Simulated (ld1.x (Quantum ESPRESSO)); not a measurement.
**An all-electron radial function and its pseudo partner (Sr (Z = 38))**

Columns: radius, all-electron u(r) and pseudo u(r) of the 4d shell (level -4.06 eV) of strontium in the configuration [Ar] 3d10 4s2 4p6 4d0 5s1.5 5p0; LDA (PZ), scalar-relativistic, TM scheme, ld1.x (Quantum ESPRESSO) 7.5.

| r (bohr) | all-electron | pseudo |
| --- | --- | --- |
| 0.170 | 0.1458 | -0.0021 |
| 0.340 | 0.2227 | -0.0163 |
| 0.510 | 0.1270 | -0.0515 |
| 0.680 | -0.0265 | -0.1110 |
| 0.850 | -0.1769 | -0.1916 |
| 1.020 | -0.3028 | -0.2844 |
| 1.190 | -0.3999 | -0.3777 |
| 1.360 | -0.4702 | -0.4601 |
| 1.530 | -0.5183 | -0.5236 |
| 1.700 | -0.5486 | -0.5652 |
| 1.870 | -0.5653 | -0.5862 |
| 2.040 | -0.5715 | -0.5909 |
| 2.210 | -0.5700 | -0.5845 |
| 2.380 | -0.5628 | -0.5716 |
| 2.550 | -0.5515 | -0.5558 |
| 2.720 | -0.5373 | -0.5388 |
| 2.890 | -0.5211 | -0.5214 |
| 3.060 | -0.5034 | -0.5035 |
| 3.230 | -0.4849 | -0.4849 |
| 3.400 | -0.4657 | -0.4657 |
| 3.570 | -0.4462 | -0.4462 |
| 3.740 | -0.4266 | -0.4266 |
| 3.910 | -0.4070 | -0.4070 |
| 4.080 | -0.3875 | -0.3875 |
| 4.250 | -0.3683 | -0.3683 |
| 4.420 | -0.3494 | -0.3494 |

Task: How many radial nodes do the two functions have?

Result: The all-electron 4d function has n − l − 1 = 1; the pseudo-wave has 0, since the states of the same l below it are removed with the core.

Task: At about which radius was the pseudo-wave matched?

Result: 3.25 bohr. The columns agree to 0.0005 from 2.89 bohr on; several derivatives are matched, so the curves merge somewhat inside the radius.

Task: Where does each function peak?

Result: Outermost all-electron maximum near 2.04 bohr, pseudo maximum near 2.04 bohr (to the table’s step).

Task: Is the pseudo-wave norm-conserving?

Result: Yes: the TM scheme keeps the norm inside the radius equal to the all-electron one, which fixes the energy derivative of the logarithmic derivative at the level.
